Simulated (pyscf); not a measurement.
# HO–Sn(OH)(OH)–F (SMILES [OH][Sn]([OH])([OH])[F]), singlet

Gas-phase minimum from PySCF at ωB97X-D3(BJ)/def2-SVP, one conformer. 

SMILES: [OH][Sn]([OH])([OH])[F]
```xyz
8

O     -2.1111    -1.4489    -1.1011
Sn    -0.3114    -1.1394    -0.4152
O      1.0323    -1.5982    -1.7525
O     -0.0877     0.7040     0.1813
F     -0.0614    -2.2908     1.1130
H     -2.7924    -1.2988    -0.4328
H      0.9492    -2.5085    -2.0650
H      0.7994     0.8758     0.5232
```

Bond lengths (Å): O1–Sn2 1.951, O1–H6 0.966, Sn2–O3 1.951, Sn2–O4 1.950, Sn2–F5 1.930, O3–H7 0.966, O4–H8 0.966. Bond angles (°): Sn2–O1–H6 112.5, O1–Sn2–O3 110.9, O1–Sn2–O4 111.3, O1–Sn2–F5 107.7, O3–Sn2–O4 110.7, O3–Sn2–F5 108.3, O4–Sn2–F5 107.9, Sn2–O3–H7 112.6, Sn2–O4–H8 112.4.

Properties at ωB97X-D3(BJ)/def2-SVP:

```
Item                                                                                                                                                                                                            Value
---------------------------------------------------------------------------------------------------------------------  ----------------------------------------------------------------------------------------------
Harmonic wavenumbers, unscaled                                                                                         27, 50, 138, 179, 182, 197, 199, 205, 642, 664, 683, 683, 860, 868, 870, 3890, 3890, 3892 cm⁻¹
Zero-point energy                                                                                                                                                                                       25.9 kcal/mol
Rotational symmetry number                                                                                                                                                                                          1
Entropy of this conformer at 298 K and 1 atm, rigid rotor and harmonic oscillator, modes under 100 cm⁻¹ raised to 100                                                                                 382.2 J/(mol K)
Dipole moment                                                                                                                                                                                                  0.18 D
```

Single-point totals, which compare only within one level:

```json
[
 {"level": "ωB97X-D3(BJ)/def2-TZVP", "total energy (hartree)": "-541.97525"},
 {"level": "PBE/def2-TZVP", "total energy (hartree)": "-541.53033"},
 {"level": "r²SCAN/def2-TZVP", "total energy (hartree)": "-541.79393"},
 {"level": "B3LYP-D3(BJ)/def2-TZVP", "total energy (hartree)": "-541.93985"},
 {"level": "PBE0-D3(BJ)/def2-TZVP", "total energy (hartree)": "-541.53157"},
 {"level": "M06-2X/def2-TZVP", "total energy (hartree)": "-541.68469"},
 {"level": "ωB97M-D3(BJ)/def2-TZVP", "total energy (hartree)": "-541.95979"}
]
```

The lowest mode is so soft that the shape along it may change with the basis. Soft torsions are taken as harmonic, which can shift the entropy by several J/(mol K). Elements past Kr carry the def2 core potentials, without spin-orbit coupling.
